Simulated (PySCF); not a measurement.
Compound: C4H10O2S.
Cartesian coordinates in Å at the PBE0-D3(BJ)/def2-SVP level; atoms count from 1:
```
atom  x, y, z in Å
C1    -1.4770    1.1937    0.2772
C2    -1.8111   -0.1840   -0.2492
S3    -0.4827   -0.8792   -1.3154
O4     0.1645    0.2890   -2.0226
C5     0.6847   -1.4481    0.0039
O6     1.0529   -0.5242    0.9497
C7     2.0538    0.3827    0.5333
H8    -2.3877    1.6994    0.6312
H9    -1.0377    1.7918   -0.5358
H10   -0.7555    1.1405    1.1017
H11   -2.6810   -0.1539   -0.9242
H12   -2.0236   -0.9289    0.5341
H13    1.5451   -1.8321   -0.5795
H14    0.1768   -2.2951    0.4948
H15    1.7296    0.9684   -0.3391
H16    2.9845   -0.1575    0.2769
H17    2.2555    1.0473    1.3836
```

Method used: core-valence-separated Tamm–Dancoff BHandHLYP/aug-pcX-1 (pcseg-1 on H, def2-SVPD on S) in PySCF, non-relativistic, gas phase, PBE0-D3(BJ)/def2-SVP geometry. The energies are unshifted.

The lowest roots of each edge with f over 0.003 (five at most, numbered afresh; weaker and dark ones are left out), with transition dipoles (au) in the frame of the coordinates:

```json
{"root": "1", "edge": "C", "E (eV)": "285.44", "f": "0.0096", "μx": "0.0205", "μy": "-0.0256", "μz": "-0.0174"}
{"root": "2", "edge": "C", "E (eV)": "285.63", "f": "0.0585", "μx": "-0.0708", "μy": "0.0261", "μz": "0.0515"}
{"root": "3", "edge": "C", "E (eV)": "286.20", "f": "0.0061", "μx": "0.0206", "μy": "-0.0146", "μz": "-0.0153"}
{"root": "4", "edge": "C", "E (eV)": "286.29", "f": "0.0173", "μx": "0.0399", "μy": "0.0285", "μz": "0.0081"}
{"root": "5", "edge": "C", "E (eV)": "286.30", "f": "0.0160", "μx": "-0.0390", "μy": "0.0095", "μz": "-0.0260"}
{"root": "6", "edge": "O", "E (eV)": "530.36", "f": "0.0400", "μx": "-0.0262", "μy": "-0.0431", "μz": "0.0232"}
{"root": "7", "edge": "O", "E (eV)": "531.73", "f": "0.0192", "μx": "0.0312", "μy": "-0.0217", "μz": "0.0057"}
{"root": "8", "edge": "O", "E (eV)": "532.87", "f": "0.0048", "μx": "-0.0043", "μy": "-0.0116", "μz": "-0.0147"}
{"root": "9", "edge": "O", "E (eV)": "532.95", "f": "0.0114", "μx": "-0.0072", "μy": "-0.0067", "μz": "0.0278"}
{"root": "10", "edge": "O", "E (eV)": "533.67", "f": "0.0149", "μx": "0.0016", "μy": "-0.0053", "μz": "-0.0333"}
```

Molecules are fixed in this frame and the field points along z. What effective strengths 3 f cos²θ do the roots have (θ between field and μ)?

root 1 (C1): 0.006, root 2 (C2): 0.056, root 3 (C1): 0.005, root 4 (C2): 0.001, root 5 (C1): 0.014, root 6 (O4): 0.021, root 7 (O4): 0.001, root 8 (O4): 0.008, root 9 (O4): 0.030, root 10 (O6): 0.044. Root 2 is the strongest. Averaged over all orientations cos²θ is 1/3, which gives f back.

One conformer stands for the species.
